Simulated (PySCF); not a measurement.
C2F5 (SMILES F[C](F)C(F)(F)F), doublet, geometry from GFN2-xTB, with bond 5-4 at 1.8 times its length; PBE/3-21G (PySCF).

The PySCF input:
```python
from pyscf import gto, scf, dft

mol = gto.M(
    atom='''
F     1.33263497   -1.34508685   -0.09956568
C     0.89342460   -0.10323390   -0.22295752
F     1.69497119    0.76164160    0.37691203
C    -0.59425481    0.11916949   -0.07500397
F    -1.38276234   -0.25686694    2.18724564
F    -0.91885164    1.36923302   -0.39550019
F    -1.27588651   -0.70667185   -0.86500654
''',
    basis='3-21g',
    spin=1,
    verbose=4,
)

mf = dft.UKS(mol)
mf.xc = 'pbe'
mf.kernel()
mo_i, mo_e, stable_i, stable_e = mf.stability(internal=True, external=False, return_status=True, nroots=6, tol=1e-6)
print('internally stable:', stable_i, ' externally stable:', stable_e)
if not stable_i:
    umf = mf.copy()
    umf.scf_summary = {}
    umf.kernel(umf.make_rdm1(mo_i, mf.mo_occ))
```

It wrote (shortened):

```
PySCF version 2.14.0

[INPUT] verbose = 4
[INPUT] num. atoms = 7
[INPUT] num. electrons = 57
[INPUT] charge = 0
[INPUT] spin (= nelec alpha-beta = 2S) = 1
[INPUT] symmetry False subgroup None
[INPUT] Mole.unit = angstrom
[INPUT] Symbol           X                Y                Z      unit          X                Y                Z       unit  Magmom
[INPUT]  1 F      1.332634970000  -1.345086850000  -0.099565680000 AA    2.518315117318  -2.541845760254  -0.188151866606 Bohr   0.0
[INPUT]  2 C      0.893424600000  -0.103233900000  -0.222957520000 AA    1.688327806949  -0.195083797771  -0.421328650212 Bohr   0.0
[INPUT]  3 F      1.694971190000   0.761641600000   0.376912030000 AA    3.203031338128   1.439294029076   0.712260509754 Bohr   0.0
[INPUT]  4 C     -0.594254810000   0.119169490000  -0.075003970000 AA   -1.122978839105   0.225197698504  -0.141736961555 Bohr   0.0
[INPUT]  5 F     -1.382762340000  -0.256866940000   2.187245640000 AA   -2.613042117963  -0.485408167055   4.133295226749 Bohr   0.0
[INPUT]  6 F     -0.918851640000   1.369233020000  -0.395500190000 AA   -1.736377948707   2.587475408511  -0.747387041313 Bohr   0.0
[INPUT]  7 F     -1.275886510000  -0.706671850000  -0.865006540000 AA   -2.411076069927  -1.335416256440  -1.634625456558 Bohr   0.0

nuclear repulsion = 312.380200886109
number of shells = 35
number of NR pGTOs = 105
number of NR cGTOs = 63
basis = 3-21g
ecp = {}

******** <class 'pyscf.dft.uks.UKS'> ********
method = UKS
initial guess = minao
damping factor = 0
level_shift factor = 0
DIIS = <class 'pyscf.scf.diis.CDIIS'>
diis_start_cycle = 1
diis_space = 8
diis_damp = 0
SCF conv_tol = 1e-09
SCF conv_tol_grad = None
SCF max_cycles = 50
direct_scf = True
direct_scf_tol = 1e-13
number electrons alpha = 29  beta = 28
XC library pyscf.dft.libxc version 7.1.2
    S. Lehtola, C. Steigemann, M. J. T. Oliveira, and M. A. L. Marques,  SoftwareX 7, 1–5 (2018)
XC functionals = pbe
    J. P. Perdew, K. Burke, and M. Ernzerhof,  Phys. Rev. Lett. 77, 3865 (1996)
    J. P. Perdew, K. Burke, and M. Ernzerhof,  Phys. Rev. Lett. 78, 1396 (1997)
    J. P. Perdew, K. Burke, and M. Ernzerhof,  Phys. Rev. Lett. 77, 3865 (1996)
    J. P. Perdew, K. Burke, and M. Ernzerhof,  Phys. Rev. Lett. 78, 1396 (1997)
radial grids:
    Treutler-Ahlrichs [JCP 102, 346 (1995); DOI:10.1063/1.469408] (M4) radial grids

becke partition: Becke, JCP 88, 2547 (1988); DOI:10.1063/1.454033
pruning grids: <function nwchem_prune>
grids dens level: 3
symmetrized grids: False
atomic radii adjust function: <function treutler_atomic_radii_adjust>
small_rho_cutoff = 0
Set gradient conv threshold to 3.16228e-05
tot grids = 99552
init E= -572.063528745123

cycle= 1 E= -571.038185047082  delta_E= 1.03  |g|= 0.964  |ddm|= 1.93
cycle= 2 E= -556.997500954797  delta_E=   14  |g|= 3.01  |ddm|= 6.43
cycle= 3 E= -570.987007644782  delta_E=  -14  |g|= 1.09  |ddm|= 6.04
cycle= 4 E= -571.374036948698  delta_E= -0.387  |g|= 0.43  |ddm|= 0.825
cycle= 5 E= -570.360993025114  delta_E= 1.01  |g|= 1.33  |ddm|= 1.77
cycle= 6 E= -571.365796903452  delta_E=   -1  |g|= 0.525  |ddm|= 1.04
cycle= 7 E= -571.384469093644  delta_E= -0.0187  |g|= 0.475  |ddm|= 0.324
cycle= 8 E= -571.399620039032  delta_E= -0.0152  |g|= 0.449  |ddm|= 0.0417
cycle= 9 E= -571.524351213505  delta_E= -0.125  |g|= 0.0939  |ddm|= 0.525
cycle= 10 E= -571.522070915445  delta_E= 0.00228  |g|= 0.128  |ddm|= 0.459
cycle= 11 E= -571.526595824459  delta_E= -0.00452  |g|= 0.101  |ddm|= 0.0679
cycle= 12 E= -571.527457144584  delta_E= -0.000861  |g|= 0.0946  |ddm|= 0.0158
cycle= 13 E= -571.531676912994  delta_E= -0.00422  |g|= 0.0478  |ddm|= 0.0666
cycle= 14 E= -571.533336113276  delta_E= -0.00166  |g|= 0.00314  |ddm|= 0.0813
cycle= 15 E= -571.53335279596  delta_E= -1.67e-05  |g|= 0.00211  |ddm|= 0.0154
cycle= 16 E= -571.53335676475  delta_E= -3.97e-06  |g|= 0.00106  |ddm|= 0.00622
cycle= 17 E= -571.533358871041  delta_E= -2.11e-06  |g|= 0.00023  |ddm|= 0.00744
cycle= 18 E= -571.533358957555  delta_E= -8.65e-08  |g|= 0.000241  |ddm|= 0.00207
cycle= 19 E= -571.533358990362  delta_E= -3.28e-08  |g|= 0.000124  |ddm|= 0.000322
cycle= 20 E= -571.533358998761  delta_E= -8.4e-09  |g|= 2e-05  |ddm|= 0.00019
cycle= 21 E= -571.533358998894  delta_E= -1.33e-10  |g|= 1.48e-05  |ddm|= 4.52e-05
Extra cycle  E= -571.533358995164  delta_E= 3.73e-09  |g|= 7.78e-05  |ddm|= 0.000136
converged SCF energy = -571.533358995164  <S^2> = 0.78348526  2S+1 = 2.0332095
uhf_internal: lowest eigs of H = [0.0190193  0.03322874 0.1238032  0.17432482 0.17514375 0.18146895]
<class 'pyscf.dft.uks.UKS'> wavefunction is stable in the internal stability analysis
internally stable: True  externally stable: None
```
